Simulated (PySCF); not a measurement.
Sn(OH)4 (H4O4Sn), SMILES [OH][Sn]([OH])([OH])[OH].

The structure is a stationary point at PBE0-D3(BJ)/def2-SVP. The structure was generated by enumeration; whether it is a known compound was not checked. The def2 effective core potentials stand for the cores of Sn; spin–orbit coupling is left out. One conformer was computed; it need not be the lowest.

Computed with TDDFT-CAM-B3LYP/def2-SVPD (PySCF 2.14.0).

Vertical excitations; the highest root listed may be one member of a degenerate set. Isolated molecule, no solvent. State labels are in the subgroup C2.

| state | symmetry | energy (eV) | λ (nm) | f | main pairs |
|---|---|---|---|---|---|
| S1 | B | 6.00 | 207 | 0.026 | HOMO→LUMO (degenerate set) |
| S2 | B | 6.00 | 207 | 0.026 | HOMO−1→LUMO (degenerate set) |
| S3 | A | 6.21 | 200 | 0.000 | HOMO−3→LUMO 91 % |
| S4 | A | 6.31 | 197 | 0.155 | HOMO−2→LUMO 89 % |
| S5 | B | 7.32 | 169 | 0.159 | HOMO−4→LUMO (degenerate set) |
| S6 | B | 7.32 | 169 | 0.159 | HOMO−5→LUMO (degenerate set) |
| S7 | A | 7.47 | 166 | 0.010 | HOMO−6→LUMO 81 % |
| S8 | A | 8.05 | 154 | 0.000 | HOMO−7→LUMO 79 % |
| S9 | A | 8.62 | 144 | 0.000 | HOMO→LUMO+1 30 %, HOMO−1→LUMO+2 30 %, HOMO−3→LUMO+4 14 %, HOMO−2→LUMO+3 13 % |
| S10 | B | 8.64 | 144 | 0.011 | HOMO→LUMO+3 20 %, HOMO−2→LUMO+1 18 %, HOMO→LUMO+4 17 %, HOMO−3→LUMO+1 12 % |
| T1 | A | 5.46 | 227 | 0 | HOMO−2→LUMO 88 % |
| T2 | B | 5.47 | 227 | 0 | HOMO→LUMO (degenerate set) |
| T3 | B | 5.47 | 227 | 0 | HOMO−1→LUMO (degenerate set) |
| T4 | A | 5.75 | 216 | 0 | HOMO−3→LUMO 86 % |
Triplets are in the Tamm–Dancoff approximation, which puts them higher than full response would, so one can lie above its singlet here.
